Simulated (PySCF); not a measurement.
Trend along group 12: MCa molecules

CCSD(T) with double-zeta basis sets in PySCF, for the lowest determinant that a PBE0 search found; no spin–orbit coupling. De refers to high-spin ground-configuration atoms.

| M | basis | reference, frozen orbitals | state (unpaired electrons) | Re (Å) | ωe (cm⁻¹) | De (eV) |
| --- | --- | --- | --- | --- | --- | --- |
| Zn | x2c-SVPall | RHF, 10 | singlet (closed shell) | 3.931 | 42.9 | 0.06 |
| Cd | def2-SVP | RHF, 5 | singlet (closed shell) | 4.223 | 30.5 | 0.05 |
| Hg | def2-SVP | RHF, 5 | singlet (closed shell) | 4.184 | 32.1 | 0.06 |

The shortest bond is that of CaZn (3.931 Å), the longest that of CaCd (4.223 Å).

The rows differ in basis set, which adds steps of its own.

Down a group the atoms grow and get heavier, so bonds lengthen and wavenumbers fall; the exceptions here are the shorter bond at Hg and the higher wavenumber at Hg. Relativity and the filled 4f shell contract the atoms of the sixth period.

Correlated steps freeze the inner cores (5 to 10 orbitals); shallow outer-core shells are correlated. Weak bonds: CaCd, CaHg, CaZn. Basis-set superposition, not corrected here, can be much of De in a small basis, most of all at correlated wavefunction levels. Spin–orbit coupling is left out.
